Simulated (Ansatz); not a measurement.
C7H6O3 (`O=C(O)c1cccc(O)c1`), charge 0, multiplicity 1.

(1) Give a relaxed structure at PBE0-D4/def2-TZVP (Ansatz 0.2.0). (Best estimate.)

Answers

(1) Ansatz gave: 
```xyz
16

O     0.971   -2.072    2.235
C     1.202   -1.563    1.169
O     2.296   -1.870    0.452
C     0.338   -0.554    0.512
C    -0.820   -0.160    1.176
C    -1.647    0.780    0.589
C    -1.328    1.325   -0.646
C    -0.170    0.928   -1.304
O     0.192    1.425   -2.511
C     0.668   -0.015   -0.724
H     2.779   -2.529    0.969
H    -1.049   -0.599    2.138
H    -2.552    1.097    1.094
H    -1.982    2.063   -1.101
H    -0.464    2.063   -2.804
H     1.567   -0.319   -1.243
```
Point group Cs.
This is one stationary point; other conformers may exist.
